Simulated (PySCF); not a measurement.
C5H6BCl2F.
Z-matrix (Å and degrees, PBE0-D3(BJ)/def2-SVP geometry), rows numbered from 1:
```
F 
C   1  1.3513
C   2  1.5350  1  116.50
B   3  1.5364  2  120.05  1   141.01
Cl  4  1.7587  3  120.57  2    34.31
Cl  4  1.7525  3  121.27  2  -145.89
C   2  1.4472  1  118.96  3   -69.61
C   7  1.4764  2  138.39  3   131.89
C   7  1.4753  2  136.89  3  -128.86
H   2  1.0957  1  112.28  3   141.13
H   3  1.0953  2  112.71  7   105.25
H   8  1.0936  7  117.90  9   107.32
H   8  1.0937  7  117.97  9  -108.09
H   9  1.0938  7  117.59  8   108.46
H   9  1.0937  7  117.94  8  -107.23
```

Linear response at CAM-B3LYP/def2-SVPD (PySCF, frozen core in the response, non-relativistic).

Static isotropic polarisability: 95.85 au (14.20 Å³), principal values 82.3, 93.2, 112.1 au.

(1) What is the polarisability at 1064 nm and at the sodium D line?

(2) What is the isotropic C6 coefficient between two such molecules, C6 = (3/π)∫α(iω)² dω?

(3) Which effective excitation energy ω̄ makes London's formula C6 = (3/4)α²ω̄ exact here?

(4) The lowest 6 singlets have (eV, f): 5.96, 0.008; 6.28, 0.000; 6.45, 0.236; 6.82, 0.012; 7.19, 0.045; 7.28, 0.087. What share of the static polarisability do they carry in the sum over states α = Σ f/ω²?

(5) What n − 1 at the D line would an ideal gas of it have at 273.15 K and 1 atm (2.6868 × 10¹⁹ cm⁻³), by n − 1 = 2π·N·α′?

(6) How anisotropic is the static polarisability, by Δα² = ½[(α1 − α2)² + (α2 − α3)² + (α3 − α1)²]?

(7) What molar refraction at the D line follows from R = (4π/3)·N_A·α′, with α′ the polarisability volume?

Answers

(1) 96.66 au at 1064 nm (+0.8 %), 98.58 au at 589.3 nm (+2.8 %). The rise at 589.3 nm is 3.38 times that at 1064 nm; a pure ω² law gives 3.26. The lowest singlet lies at 208 nm, shorter than both wavelengths.

(2) 3852 au (Eh·bohr⁶) by a ten-point quadrature over imaginary frequencies, which is 2300 eV·Å⁶ or 222 J·nm⁶/mol.

(3) ω̄ = 4·C6/(3α²) = 0.559 Eh = 15.2 eV. A one-pole form α(ω) = α/(1 − ω²/ω̄²) fitted to the 1064 nm value gives 12.8 eV. London's choice of the ionisation energy (10.33 eV, ΔSCF at the same level) gives C6 = 2620 au, 32 % too low.

(4) 6.42 au, 6.7 % of α; the largest term, 4.20 au, is that of the state at 6.45 eV. Their oscillator strengths add up to 0.39. Higher states carry the rest.

(5) 24.66 × 10⁻⁴, a formal value whether or not that pressure can be reached.

(6) Δα = 26.1 au, or 0.27 of the isotropic value.

(7) α′ = 14.61 Å³ gives R = 36.85 cm³/mol, for isolated, non-vibrating species.

One conformer stands for the species.
